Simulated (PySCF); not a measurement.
## `InChI=1S/C6H9N/c1-2-7-5-3-4-6-7/h3-6H,2H2,1H3`

Geometry:
```csv
atom,x (Å),y (Å),z (Å)
C1,-2.215,0.131,0.528
C2,-1.400,-0.200,-0.712
N3,0.027,-0.124,-0.495
C4,0.785,1.010,-0.611
C5,2.073,0.714,-0.217
C6,2.090,-0.656,0.160
C7,0.811,-1.141,-0.020
H8,-3.292,0.060,0.314
H9,-1.980,-0.563,1.348
H10,-1.999,1.151,0.877
H11,-1.635,-1.215,-1.069
H12,-1.654,0.485,-1.536
H13,0.346,1.938,-0.973
H14,2.914,1.405,-0.213
H15,2.945,-1.229,0.511
H16,0.395,-2.133,0.146
```

Computed, not measured: PySCF 2.14.0, quadratic response CAM-B3LYP/aug-cc-pVDZ first hyperpolarisability, Taylor convention, gas phase. Geometry: PBE0-D3(BJ)/def2-SVP.

(1) Give the tensor of the static β(0;0,0) in the axes of these coordinates.

Answers

(1) In au, Taylor convention; rows are the first index (the induced dipole):
```tsv
	xx	yy	zz	xy	xz	yz
x	+39.5	+7.3	-33.2	+5.1	+18.0	-12.0
y	+5.1	+10.1	-13.0	+7.3	-12.0	+8.6
z	+18.0	+8.6	-19.1	-12.0	-33.2	-13.0
```
Norm of βᵢ = ⅓ Σⱼ (βᵢⱼⱼ + βⱼᵢⱼ + βⱼⱼᵢ): 15.6 au, hyper-Rayleigh value 28.2 au.
